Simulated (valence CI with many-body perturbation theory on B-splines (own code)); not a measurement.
**Level structure of Hg XXX**

Computed by configuration interaction combined with many-body perturbation theory (CI+MBPT): five valence electrons over a frozen Dirac-Fock core [Kr] 4d10, a basis of 7 s, 7 p, 7 d, 7 f, 4 g, 2 h functions for each j, with the one-electron correlation potential Σ1 (screened to all orders), the two-electron term Σ2, the three-electron term Σ3, Breit, model QED; selected single and double excitations, second order for the rest, scaled by the run's own slope (own B-spline code, finite nucleus).

The last digits are not significant, and no measured levels were compared; by estimate large intervals hold to a few tenths of a per cent, small ones and those within an open d or f shell to about a per cent. Among the levels kept, up to 970 cm⁻¹ of a level comes from second order outside the variational space, and about a tenth of that is noise between levels of different J, which matters for small intervals. Only levels of the ground parity were solved; by the run's estimate the other parity begins above the list, which can be wrong where configurations are misplaced.

Levels 46 to 90 of 193, with energies above the lowest level, (4f5/2^5) J=5/2. "Leading %" is the weight of the configuration and term that name the level; weights of strongly mixed levels are sums over their largest components and can fall short. In the jj column 3d3/2^4 stands for four electrons in 3d with j = 3/2. Lifetimes count E1, E2, E3, M1 and M2 decay at the calculated energies, and are blank where another channel may lead or the interval is too uncertain; long ones can be off by a factor of two.

```csv
No.,Configuration,Term,J,E (eV),Leading %,Lifetime,Leading jj
46,4f5,2P°,3/2,17.203,32,689 μs,4f5/2^3 4f7/2^2 (71 %)
47,4f5,4K°,17/2,17.331,54,544 μs,4f5/2^2 4f7/2^3 (94 %)
48,4f5,2H°,11/2,17.388,39,491 μs,4f5/2^3 4f7/2^2 (45 %)
49,4f5,6P°,7/2,17.458,44,1.87 ms,4f5/2^3 4f7/2^2 (50 %)
50,4f5,4F°,9/2,17.471,39,682 μs,4f5/2^3 4f7/2^2 (53 %)
51,4f5,2K°,15/2,17.641,36,1.26 ms,4f5/2^3 4f7/2^2 (80 %)
52,4f5,4G°,5/2,17.800,44,300 μs,4f5/2^3 4f7/2^2 (44 %)
53,4f5,4D°,3/2,17.873,32,300 μs,4f5/2^2 4f7/2^3 (45 %)
54,4f5,4G°,9/2,18.235,44,253 μs,4f5/2^2 4f7/2^3 (45 %)
55,4f5,4K°,15/2,18.301,55,579 μs,4f5/2^2 4f7/2^3 (95 %)
56,4f5,4M°,19/2,18.350,40,787 μs,4f5/2^2 4f7/2^3 (84 %)
57,4f5,4P°,1/2,18.398,71,261 μs,4f5/2^2 4f7/2^3 (82 %)
58,4f5,4F°,5/2,18.428,32,750 μs,4f5/2^3 4f7/2^2 (61 %)
59,4f5,4I°,11/2,18.799,41,601 μs,4f5/2^3 4f7/2^2 (58 %)
60,4f5,2N°,19/2,19.233,54,463 μs,4f5/2^2 4f7/2^3 (91 %)
61,4f5,2G°,9/2,19.255,35,474 μs,4f5/2^2 4f7/2^3 (57 %)
62,4f5,2O°,21/2,19.360,52,670 μs,4f5/2^2 4f7/2^3 (72 %)
63,4f5,4H°,13/2,19.473,29,659 μs,4f5/2^3 4f7/2^2 (64 %)
64,4f5,4F°,7/2,19.543,28,512 μs,4f5/2^2 4f7/2^3 (59 %)
65,4f5,2H°,9/2,19.596,32,296 μs,4f5/2^2 4f7/2^3 (58 %)
66,4f5,4G°,11/2,19.962,34,441 μs,4f5/2^3 4f7/2^2 (43 %)
67,4f5,2M°,17/2,20.046,56,633 μs,4f5/2^2 4f7/2^3 (88 %)
68,4f5,4F°,7/2,20.191,38,526 μs,4f5/2^3 4f7/2^2 (45 %)
69,4f5,4H°,13/2,20.224,35,551 μs,4f5/2^2 4f7/2^3 (66 %)
70,4f5,2F°,5/2,20.315,27,274 μs,4f5/2^2 4f7/2^3 (51 %)
71,4f5,4P°,5/2,20.910,40,360 μs,4f5/2^2 4f7/2^3 (75 %)
72,4f5,4I°,15/2,20.917,37,197 μs,4f5/2 4f7/2^4 (47 %)
73,4f5,4K°,11/2,20.941,26,379 μs,4f5/2^2 4f7/2^3 (47 %)
74,4f5,4H°,7/2,21.143,52,225 μs,4f5/2^3 4f7/2^2 (40 %)
75,4f5,4F°,3/2,21.260,34,354 μs,4f5/2^2 4f7/2^3 (62 %)
76,4f5,2K°,13/2,21.432,40,335 μs,4f5/2^2 4f7/2^3 (58 %)
77,4f5,2I°,11/2,21.587,29,437 μs,4f5/2^2 4f7/2^3 (62 %)
78,4f5,4P°,1/2,21.761,47,324 μs,4f5/2^3 4f7/2^2 (79 %)
79,4f5,4G°,9/2,22.019,44,403 μs,4f5/2^2 4f7/2^3 (54 %)
80,4f5,2O°,23/2,22.217,100,1.77 ms,4f5/2^2 4f7/2^3 (100 %)
81,4f5,2F°,7/2,22.401,44,400 μs,4f5/2^2 4f7/2^3 (82 %)
82,4f5,4I°,15/2,22.491,45,385 μs,4f5/2^2 4f7/2^3 (62 %)
83,4f5,2D°,3/2,22.639,53,275 μs,4f5/2^2 4f7/2^3 (73 %)
84,4f5,4K°,17/2,22.751,41,761 μs,4f5/2 4f7/2^4 (40 %)
85,4f5,4G°,5/2,22.788,38,200 μs,4f5/2^2 4f7/2^3 (60 %)
86,4f5,2H°,11/2,22.870,34,381 μs,4f5/2^2 4f7/2^3 (58 %)
87,4f5,4I°,13/2,22.897,45,243 μs,4f5/2^2 4f7/2^3 (56 %)
88,4f5,2H°,9/2,22.910,32,513 μs,4f5/2^2 4f7/2^3 (54 %)
89,4f5,2F°,7/2,22.999,44,468 μs,4f5/2^2 4f7/2^3 (76 %)
90,4f5,4F°,3/2,23.806,31,244 μs,4f5/2^3 4f7/2^2 (68 %)
```

Where two levels of one J and parity lie close, their mixing, g and order are uncertain.
